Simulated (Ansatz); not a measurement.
Geometry optimisation, DFT PBE, scalar-relativistic, plane waves, PAW (Ansatz).

Input:

```yaml
accuracy: low
crystal:
  lattice:
    - [5.43058, 0.0, 0.0]
    - [2.71529, 4.70302, 0.0]
    - [0.0, 0.0, 17.43405]
  atoms:
    - { symbol: Ir, position: [0.1666667, 0.1666667, 0.057359] }
    - { symbol: Ir, position: [0.6666667, 0.1666667, 0.057359] }
    - { symbol: Ir, position: [0.1666667, 0.6666667, 0.057359] }
    - { symbol: Ir, position: [0.6666667, 0.6666667, 0.057359] }
    - { symbol: Ir, position: [-0.1666667, 0.3333333, 0.1845254] }
    - { symbol: Ir, position: [0.3333333, 0.3333333, 0.1845254] }
    - { symbol: Ir, position: [-0.1666667, 0.8333333, 0.1845254] }
    - { symbol: Ir, position: [0.3333333, 0.8333333, 0.1845254] }
    - { symbol: Ir, position: [0.0, 0.0, 0.3116918] }
    - { symbol: Ir, position: [0.5, 0.0, 0.3116918] }
    - { symbol: Ir, position: [0.0, 0.5, 0.3116918] }
    - { symbol: Ir, position: [0.5, 0.5, 0.3116918] }
    - { symbol: F, position: [0.3449209, 0.8438404, 0.3919944] }
basis:
  ecutwfc: 420.0
kpoints:
  mp_grid: { grid: [4, 4, 1] }
hamiltonian:
  xc: pbe
  pseudopotentials: { kind: paw, azcp: { folder: soft_1 } }
scf:
  occupations: { method: fermi_dirac, width: 0.15 }
  lower_state_search: "off"
relax:
  f_tol: 0.08
  max_steps: 25
  adjacent_minimum: "off"
  constraints: [{ sites: [0, 1, 2, 3] }]
```

Command:

```bash
$ ansatz run input.yaml --threads 4 --pin off --max-ram 10240MiB --backend cpu --events-out ev --progress --plain --runs-dir out
```

Q: Where does it end, and by what steps?

A: It converged. The threshold is loose, so the end isn't yet a minimum. Limits of this set-up: coarse k mesh, thin slab, slab without dipole correction, odd electron count without spin, low accuracy level. After 9 steps the energy has fallen by 1.433 eV; F13 moved furthest, 1.52 Å. Parted: Ir9–F13 (2.14 → 3.36 Å), Ir12–F13 (2.14 → 3.36 Å).

| step | energy less start (eV) | largest force component (eV/Å) | accepted |
| --- | --- | --- | --- |
| 0 | 0.0000 | 4.574 | yes |
| 1 | -0.7173 | 1.598 | yes |
| 2 | -0.9199 | 0.334 | yes |
| 3 | -0.9913 | 0.405 | yes |
| 4 | -1.0867 | 0.579 | yes |
| 5 | -1.1748 | 0.765 | yes |
| 6 | -1.2770 | 0.706 | yes |
| 7 | -1.3682 | 0.220 | yes |
| 8 | -1.4137 | 0.130 | yes |
| 9 | -1.4327 | 0.073 | yes |

```xyz
13
Lattice="5.4306 0.0000 0.0000 2.7153 4.7030 0.0000 0.0000 0.0000 17.4340" Properties=species:S:1:pos:R:3
Ir 1.358 0.784 1.000
Ir 4.073 0.784 1.000
Ir 2.715 3.135 1.000
Ir 5.431 3.135 1.000
Ir -0.001 1.567 3.176
Ir 2.716 1.561 3.201
Ir 1.352 3.923 3.203
Ir 4.081 3.923 3.202
Ir 0.004 0.005 5.363
Ir 2.722 0.003 5.452
Ir 1.353 2.348 5.358
Ir 4.080 2.350 5.363
F 5.385 4.674 7.413
```

Whether the end is a true minimum wasn't checked by a vibrational analysis.

Time of the run: 26 s on 4 threads of AMD EPYC 9R45 96-Core Processor (Zen 5) (shared host), peak memory 1.5 GiB.
